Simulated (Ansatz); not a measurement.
One change: `CCB(O)S` becomes `OB(S)[SiH2][SiH3]`.

Ansatz, PBE0-D4/def2-TZVP geometries, multiplicity 1. Each molecule was computed in one conformer, which needn't be the lowest.

| property | `CCB(O)S` |
| --- | --- |
| HOMO energy (ωB97M-V/def2-TZVPP) / eV | -9.82 |
| HOMO energy (B3LYP/def2-TZVPP) / eV | -7.36 |
| HOMO–LUMO gap (B3LYP/def2-TZVPP) / eV | 7.20 |
| HOMO–LUMO gap (ωB97M-V/def2-TZVPP) / eV | 11.58 |
| LUMO energy (ωB97M-V/def2-TZVPP) / eV | 1.76 |
| size of the dipole moment (B3LYP/def2-TZVPP) / D | 0.30 |

Q: Give the same properties after the change, and the shifts. (An estimate is asked.)

A: Computed: 
```csv
property,`OB(S)[SiH2][SiH3]`,shift
HOMO energy (ωB97M-V/def2-TZVPP) / eV,-9.75,0.07
HOMO energy (B3LYP/def2-TZVPP) / eV,-7.53,-0.17
HOMO–LUMO gap (B3LYP/def2-TZVPP) / eV,6.37,-0.83
HOMO–LUMO gap (ωB97M-V/def2-TZVPP) / eV,10.65,-0.93
LUMO energy (ωB97M-V/def2-TZVPP) / eV,0.91,-0.85
size of the dipole moment (B3LYP/def2-TZVPP) / D,1.14,0.84
```

With PBE0 the HOMO falls by 0.12 eV and the LUMO falls by 1.17 eV, so the gap narrows by about 1.05 eV. PBE moves the HOMO by -0.24 eV and ωB97M-V by 0.07 eV. Dipoles are sizes alone; their direction can turn.

B3LYP here is the variant with VWN-RPA as its local correlation; programs differ in this.
